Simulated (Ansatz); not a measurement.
Relaxation of CH$_{3}$BO$_{2}$S (8 atoms, charge 0, multiplicity 1), to a largest force component of 0.02 eV/Å in at most 50 steps.

All numbers below come from RKS PBE/def2-SVP (Ansatz 0.2.0).

```xyz
8
Properties=species:S:1:pos:R:3:forces:R:3
O -0.801 1.770 1.050 2.43 -0.66 -0.40
B -0.086 0.775 0.355 -1.12 -2.38 -0.97
O 0.239 -0.624 0.703 -0.24 2.65 2.71
C 0.294 -1.188 -0.548 -2.10 -0.96 -0.27
S 0.052 0.276 -1.504 -0.29 2.32 -0.63
H -0.172 2.496 1.318 -0.78 -0.51 -0.17
H -0.642 -1.855 -0.644 1.18 0.25 -0.23
H 1.209 -1.707 -0.786 0.92 -0.71 -0.05
```

Where does it end, and by what steps?

The forces met the threshold. After 8 steps the energy has fallen by 0.999 eV; O1 moved furthest, 0.53 Å.

```
step  energy less start (eV)  largest force component (eV/Å)  accepted
   0                  0.0000                           2.707       yes
   1                 -0.5820                           1.718       yes
   2                 -0.5526                           2.161        no
   3                 -0.7773                           0.581       yes
   4                 -0.8312                           0.483       yes
   5                 -0.9162                           0.690       yes
   6                 -0.9905                           0.240       yes
   7                 -0.9991                           0.048       yes
   8                 -0.9994                           0.011       yes
```

```xyz
8
Properties=species:S:1:pos:R:3
O -0.342 1.658 1.291
B -0.120 0.640 0.425
O 0.023 -0.687 0.801
C 0.221 -1.168 -0.528
S 0.081 0.474 -1.404
H -0.415 2.524 0.856
H -0.579 -1.873 -0.838
H 1.224 -1.625 -0.660
```

Whether the end is a true minimum wasn't checked by a vibrational analysis.

Time of the run: 12 s on 2 threads of Intel(R) Xeon(R) Platinum 8488C (Sapphire Rapids), on a shared host, peak memory 0.16 GiB.
